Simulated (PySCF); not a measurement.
**Vibration and rotation of BeTl**

UHF-CCSD(T) constants of BeTl, ²Π (doublet), unpaired electrons π ↑ (basis Be aug-cc-pVDZ, Tl aug-cc-pVDZ-PP with ECP60; scalar-relativistic core potentials; PySCF 2.14; masses 9.0122 and 204.9744 u):

```
ωe              : 261.2 cm⁻¹
ωexe            : 5.66 cm⁻¹
Be              : 0.28002 cm⁻¹
αe              : 0.00570 cm⁻¹
D (centrifugal) : 1.29e-06 cm⁻¹
De to Be + Tl   : 0.359 eV
```

Question: Give the vibrational terms G(v) and spacings up to v = 5.

Answer: G(v) = ωe(v+½) − ωexe(v+½)².

```
v  G(v) (cm⁻¹)  G(v) − G(v−1)  Bv (cm⁻¹)
0          129                    0.2772
1          379            250     0.2715
2          618            239     0.2658
3          845            227     0.2601
4         1061            216     0.2544
5         1265            205     0.2487
```

Question: How well does the Morse estimate ωe²/(4ωexe) reproduce De, and what is D0?

Answer: It gives 0.374 eV, 104 % of the computed De. D0 = De − G(0) = 0.359 − 0.016 = 0.343 eV.

Correlated steps freeze 4 core orbitals. The bond is weak. Basis-set superposition, not corrected here, can be much of De in a small basis, most of all at correlated wavefunction levels. Spin–orbit coupling is left out, which matters for elements this heavy, above all for dissociation energies. The state is the lowest determinant that a PBE0 search found; another state may lie lower at other levels.
